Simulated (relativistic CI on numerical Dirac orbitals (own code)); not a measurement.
**Forbidden lines of Cu21+**

These numbers are calculated, not measured: Dirac-Coulomb-Breit CI, KLI orbitals optimised for each configuration, model QED (radiative potential, 1s self-energy scaled to tabulated hydrogen-like ionisation energies), unscaled Slater integrals (own radial code, finite nucleus).

Configuration list (outside the closed core 1s2): 2s2.2p4, 2s.2p5, 2p6, 2p5.3s, 2p5.3p, 2p5.3d, 2s2.2p3.3s, 2s2.2p3.3p, 2s2.2p3.3d, 2s.2p4.3s, 2s.2p4.3p, 2s.2p4.3d, 2s2.2p3.4s, 2s2.2p3.4p, 2s2.2p3.4d, 2s2.2p3.4f, 2s.2p4.4s, 2s.2p4.4p, 2s.2p4.4d, 2s2.2p2.3s2, 2s.2p4.4f, 2s2.2p3.5s, 2s2.2p3.5p, 2s2.2p2.3s.3p, 2s2.2p3.5d, 2s2.2p3.5f, 2s2.2p3.5g, 2s2.2p2.3p2, 2s2.2p2.3s.3d, 2s2.2p2.3p.3d, 2s.2p3.3s2, 2s2.2p2.3d2, 2s.2p3.3s.3p, 2s.2p4.5s, 2s.2p4.5p, 2s.2p3.3p2. Levels of other configurations are missing.

```tsv
λ vac (nm)	Lower	Upper	Type	A (s⁻¹)	log gf
0.91913	2s2.2p4 3P_2 [1]	2s.2p4.3d 3F_4 [192]	E2	6.23e+09	-3.15
0.91926	2s2.2p4 3P_1 [3]	2s.2p4.3d 3F_3 [197]	E2	3.67e+09	-3.49
0.93246	2s2.2p4 3P_1 [3]	2s.2p4.3d 1F_3 [191]	E2	4.84e+09	-3.35
0.93787	2s2.2p4 3P_2 [1]	2s.2p4.3d 3F_4 [170]	E2	2.32e+09	-3.56
0.93980	2s.2p5 3P°_2 [6]	2p5.3d 3D°_3 [221]	E2	8.19e+09	-3.12
0.93986	2s2.2p4 1D_2 [4]	2s.2p4.3d 3F_4 [192]	E2	5.37e+09	-3.19
0.94185	2s.2p5 3P°_0 [8]	2p5.3d 3D°_2 [227]	E2	7.70e+09	-3.29
0.94308	2s.2p5 3P°_2 [6]	2p5.3d 3P°_2 [219]	E2	1.22e+10	-3.09
0.94309	2s.2p5 3P°_2 [6]	2p5.3d 3F°_3 [218]	E2	6.68e+09	-3.21
0.94326	2s.2p5 3P°_0 [8]	2p5.3d 3F°_2 [225]	E2	7.11e+09	-3.32
0.94361	2s.2p5 3P°_2 [6]	2p5.3d 3F°_4 [216]	E2	1.51e+10	-2.74
0.94505	2s.2p5 3P°_2 [6]	2p5.3d 3P°_1 [215]	E2	1.49e+10	-3.22
0.94967	2s.2p5 3P°_1 [7]	2p5.3d 1D°_2 [220]	E2	8.34e+09	-3.25
0.95162	2s.2p5 3P°_1 [7]	2p5.3d 3F°_3 [218]	E2	5.86e+09	-3.25
0.95711	2s2.2p4 1D_2 [4]	2s.2p4.3d 3F_4 [176]	E2	1.43e+10	-2.75
0.95947	2s2.2p4 1D_2 [4]	2s.2p4.3d 3F_4 [170]	E2	1.03e+10	-2.89
0.96439	2s2.2p4 3P_2 [1]	2s.2p4.3d 3F_4 [139]	E2	1.01e+10	-2.90
0.96455	2s.2p5 1P°_1 [9]	2p5.3d 1F°_3 [229]	E2	9.11e+09	-3.05
0.97156	2s2.2p4 3P_2 [1]	2s.2p4.3d 3F_4 [126]	E2	9.33e+09	-2.92
1.0813	2s2.2p4 3P_2 [1]	2s2.2p3.3p 3F_4 [35]	E2	2.70e+09	-3.37
```

Terms are leading LS components. Brackets give the number of a level in order of energy, since labels repeat. The list gives strong lines, with weight on those to low levels, among the lowest 400 of 1391 levels, so that lines to higher ones, which can be the strongest, are missing. Levels whose partners in the same complex of configurations lie outside the list can be far off, and so can their lines. Rates are taken at the computed energies, electric ones in the length gauge.

At this charge energies of transitions that change n are usually good to better than 1 %, and those within a shell (Δn = 0) to a few per cent.

LS names give the leading component of a level, which can be under half, so a name can repeat, a term be missing and a line seem to break the LS rules.
